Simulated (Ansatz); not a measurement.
`O[SiH]([SiH3])[AlH][Cl]` + H₂ → `[AlH2][Cl]` + `O[SiH2][SiH3]`  (hydrogenolysis of the Al–Si bond)

Calculated with Ansatz (gas phase, PBE0-D4/def2-TZVP geometries, no zero-point term in ΔE). CCSD(T)/CBS adds triple-zeta CCSD(T) − MP2 to the extrapolated MP2 energy (def2 sets, frozen cores). This one scheme is used for every species. Functionals use def2-TZVPP. Each species was taken in one conformer, which may not be the lowest.

Q: Is it downhill or uphill in electronic energy at CCSD(T)/CBS, and by how much? (Estimate.)

A: Computed: Downhill: ΔE = -3.2 kcal/mol.

Q: What do these levels give: r2SCAN-D4, B97M-V, BHLYP-D4, ωB97X-V, B2PLYP, PBE-QIDH, BLYP, r2SCAN, BHLYP, RPA@PBE/def2-TZVPP, MP2/def2-SVP, CCSD(T)/def2-SVP? (An estimate is asked.)

A: The calculation gave: r2SCAN-D4 -1.7, B97M-V -5.4, BHLYP-D4 -4.9, ωB97X-V -4.1, B2PLYP -5.4, PBE-QIDH -3.6, BLYP -4.9, r2SCAN -2.2, BHLYP -7.9, RPA@PBE/def2-TZVPP -4.9, MP2/def2-SVP -6.5, CCSD(T)/def2-SVP -6.4 kcal/mol.

Q: What do rigid-rotor, harmonic-oscillator terms from PBE0-D4/def2-TZVP frequencies (298.15 K, 1 bar) make of the CCSD(T)/CBS value? (Estimate.)

A: Computed: ΔZPE = +2.2 kcal/mol, ΔH = -2.7 kcal/mol, ΔS = 20 J/(mol·K), ΔG = -4.1 kcal/mol. Modes under 50 cm⁻¹ make the entropy rough.

Largest T1 diagnostic among the species: 0.012.

From BLYP to BHLYP (50 % exact exchange), in def2-TZVPP and without D4, ΔE moves by −3.0 kcal/mol. The D4 term adds +2.9 kcal/mol with B3LYP and +1.7 kcal/mol with PBE0; it sums over pairs of atoms, weighted by their polarisabilities, and B3LYP, whose exchange is more repulsive, gets the larger term.

B3LYP here is the variant with VWN-RPA as its local correlation; programs differ in this.
